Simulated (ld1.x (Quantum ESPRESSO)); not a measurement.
sulfur: one change to a TM potential, before and after

* Element: S
* Generator: ld1.x (Quantum ESPRESSO) 7.5
* Type: norm-conserving Troullier–Martins (Kleinman–Bylander form)
* Functional: PBE
* Relativity: scalar-relativistic
* Frozen core: [Ne]
* Valence charge: 6
* Reference configuration: 3s2 3p4
* Partial waves: 3s (bound): rc 1.55 bohr; 3p (bound): rc 1.75 bohr
* Local potential: all-electron potential smoothed inside 1.25 bohr (lloc = -1)
* Core correction: a·sin(br)/r model core inside 1.45 bohr

Change: all radii but the core radius scaled by about 1.07 (s 1.66, p 1.86 bohr); local potential all-electron potential smoothed inside 1.34 bohr (lloc = -1).

Cutoffs: the cutoffs (Ry, on a coarse ladder) from which the occupation-weighted sum of valence levels, in a spherical-Bessel basis at the reference potential, stays within 10 and 1 mRy of its value at 400 Ry; they do not see the model core or the augmentation charge, which bear on the density cutoff. Errors are all-electron minus pseudo energies relative to the spin-unpolarised reference configuration.

Problem. Predict the effect on cutoff, ghosts and configuration errors.

Solution. The potential gets softer (30 Ry and 55 Ry → 25 Ry and 50 Ry); of the 7 tests that both files solve, the error grows in 0 and shrinks in 1 by more than 15 % and 0.3 meV (median size 3.6 → 3.8 meV); neither file shows a bound ghost. A larger radius leaves more room for a smooth pseudo-wave, so fewer plane waves are needed.

| quantity | base | changed |
| --- | --- | --- |
| cutoff, loose | 30 Ry | 25 Ry |
| cutoff, tight | 55 Ry | 50 Ry |
| loose cutoff by channel (10 mRy a level) | s 21 Ry, p 10 Ry | s 18 Ry, p 10 Ry |
| bound ghosts | none | none |
| error for 3s2 3p3, meV [ΔE 11.77 eV] | +3.6 | +3.8 |
| error for 3s2 3p2, meV [ΔE 34.05 eV] | +27 | +28 |
| error for 3s2 3p1, meV [ΔE 68.09 eV] | +93 | +95 |
| error for 3s1 3p5, meV [ΔE 10.31 eV] | +0.7 | +0.7 |
| error for 3s2 3p4.3, meV [ΔE -1.71 eV] | +0.4 | +0.4 |
| error for 3s1 3p4, meV [ΔE 22.65 eV] | +5.5 | +4.6 |
| error for 3s2 3p3.5, meV [ΔE 4.66 eV] | +0.5 | +0.5 |
